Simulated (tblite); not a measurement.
Species: C4H5NO2.
Geometry (GFN2-xTB, Å), atoms numbered from 1 in this order:
```xyz
12
C4H5NO2 angstrom
C     -2.013   -0.145    0.071
C     -0.592    0.250   -0.082
C      0.562   -0.536    0.174
C      1.591    0.312   -0.129
O      2.922    0.177   -0.098
O      1.113    1.492   -0.529
N     -0.250    1.440   -0.495
H     -2.236   -1.002   -0.562
H     -2.215   -0.423    1.104
H     -2.650    0.687   -0.210
H      0.613   -1.546    0.522
H      3.157   -0.706    0.209
```

All values are computed: GFN2-xTB (tblite) harmonic vibrations without scaling, gas phase. This tight-binding method is rough: wavenumbers can miss measured ones by several per cent, in bad cases by 10 to 20. One conformer, not necessarily the lowest.

Harmonic wavenumbers (cm⁻¹): 90.4, 192.0, 266.6, 338.1, 366.3, 417.8, 599.1, 627.6, 647.8, 741.9, 777.2, 981.0, 1011.6, 1027.0, 1034.6, 1064.8, 1101.8, 1148.3, 1309.6, 1386.1, 1436.4, 1460.3, 1463.9, 1543.8, 1616.0, 3017.2, 3026.5, 3070.4, 3190.9, 3534.6.

A = 7810, B = 2051, C = 1641 MHz; mass 99.032 u (most abundant isotopes); point group Cs, symmetry number 1.

Task: What is the zero-point energy?

Result: Half the sum of the wavenumbers: 19245 cm⁻¹ = 55.02 kcal/mol.

Task: Give the ideal-gas entropy at 400 K and 1 bar in the rigid-rotor, harmonic-oscillator model (classical rotation).

Result: Translation 41.18, rotation 27.78, vibration 19.10: S = 88.1 cal/(mol K).

Task: And Cp and H(400 K) − H(0)?

Result: Cp = 31.83 cal/(mol K), of which vibrations give 23.88 (their classical limit is 30 R = 59.6); H(400 K) − H(0) = 7.60 kcal/mol without the zero-point energy, 4.42 from vibrations.

Task: Blend soft modes into free rotors: weight 1/[1 + (100 cm⁻¹/ν̃)⁴] for the oscillator and the rest for a rotor with moment μB/(μ + B), μ = h/(8π²ν), B = 10⁻⁴⁴ kg m². What vibrational entropy results?

Result: 18.50 cal/(mol K) in place of 19.10, which changes −T·S at 400 K by +0.24 kcal/mol.

Task: How do the functions run with temperature in this model?

Result: 
| T (K) | S (cal/(mol K)) | Cp (cal/(mol K)) | H − H(0) (kcal/mol) | G − H(0) (kcal/mol) | ln q(vib) |
| --- | --- | --- | --- | --- | --- |
| 100 | 60.4 | 12.3 | 0.96 | -5.08 | 0.42 |
| 200 | 71.0 | 18.8 | 2.52 | -11.68 | 1.45 |
| 300 | 79.8 | 25.5 | 4.73 | -19.22 | 2.69 |
| 500 | 95.8 | 37.2 | 11.06 | -36.82 | 5.46 |
| 800 | 115.8 | 48.0 | 24.00 | -68.66 | 9.72 |
| 1000 | 127.0 | 52.4 | 34.06 | -92.97 | 12.42 |

q(vib) and H(0) count from the zero-point level.

Task: What must be added to the electronic energy to get the Gibbs energy at 400 K and 1 bar?

Result: ZPE + [H(400 K) − H(0)] − T·S = 55.02 + 7.60 − 35.22 = 27.40 kcal/mol.

Task: Which modes carry the vibrational entropy at 400 K?

Result: 90.4 cm⁻¹: 4.23; 192.0 cm⁻¹: 2.76; 266.6 cm⁻¹: 2.14; 338.1 cm⁻¹: 1.72; 366.3 cm⁻¹: 1.58; 417.8 cm⁻¹: 1.35 cal/(mol K); the other 24 give 5.31 together.

Hindered rotation and anharmonicity are outside this model. Other conformers, if any are populated, would add a mixing term that is left out.
